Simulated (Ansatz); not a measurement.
`OB(F)[SiH2]S` + NH₃ → `NB(O)F` + `[SiH3]S`  (cleavage of the B–Si bond)

Gas-phase electronic energies from Ansatz, PBE0-D4/def2-TZVP geometries. CCSD(T)/CBS is the MP2 limit (def2-TZVPP, def2-QZVPP) plus CCSD(T) − MP2 in def2-TZVPP, frozen cores. This one scheme is used for every species. Functionals use def2-TZVPP. B3LYP here is the variant with VWN-RPA as its local correlation; programs differ in this. One conformer a species, not always the lowest.

`OB(F)[SiH2]S`:

Z-matrix (Å, degrees):
```
Si
S 1 2.143
B 1 2.031 2 109.7
H 1 1.485 2 106.9 3 121.3
H 1 1.490 2 112.0 3 -121.4
H 2 1.344 1 93.5 3 28.9
F 3 1.336 1 121.0 2 163.1
O 3 1.348 1 120.0 2 -18.2
H 8 0.965 3 113.7 1 -178.8
```

NH₃:

```xyz
4

N    -0.260    0.018   -0.107
H     0.443   -0.016   -0.835
H    -0.041    0.812    0.482
H    -0.142   -0.814    0.459
```

`NB(O)F`:

```xyz
7

N    -0.848    0.392    0.041
B     0.413   -0.054   -0.391
O     1.307   -0.760    0.358
F     0.790    0.227   -1.643
H    -1.453    0.908   -0.572
H    -1.227    0.236    0.956
H     1.017   -0.950    1.251
```

`[SiH3]S`:

Z-matrix (Å, degrees):
```
Si
S 1 2.137
H 1 1.485 2 111.6
H 1 1.485 2 111.6 3 -122.0
H 1 1.482 2 104.8 3 119.0
H 2 1.344 1 94.7 3 60.9
```

| level | ΔE (eV) |
| --- | --- |
| PBE-D4 | -1.05 |
| r2SCAN-D4 | -1.19 |
| PBE0-D4 | -1.14 |
| B3LYP-D4 | -1.18 |
| PBE | -1.08 |
| B3LYP | -1.24 |
| MP2/def2-TZVPP | -1.23 |
| MP2/def2-QZVPP | -1.22 |

**Question.** What does CCSD(T)/CBS give? (An estimate is asked.)

**Answer.** Ansatz gave: -1.17 eV. The listed levels differ from it by 0.12, -0.02, 0.03, -0.01, 0.09, -0.07, -0.06, -0.05 eV.

Largest T1 diagnostic among the species: 0.013.

From PBE to PBE0 (25 % exact exchange), in def2-TZVPP and without D4, ΔE moves by −0.09 eV. In def2-TZVPP, CCSD(T) changes the Hartree–Fock value by +0.25 eV (the triples alone add +0.04 eV) and MP2 by +0.21 eV.
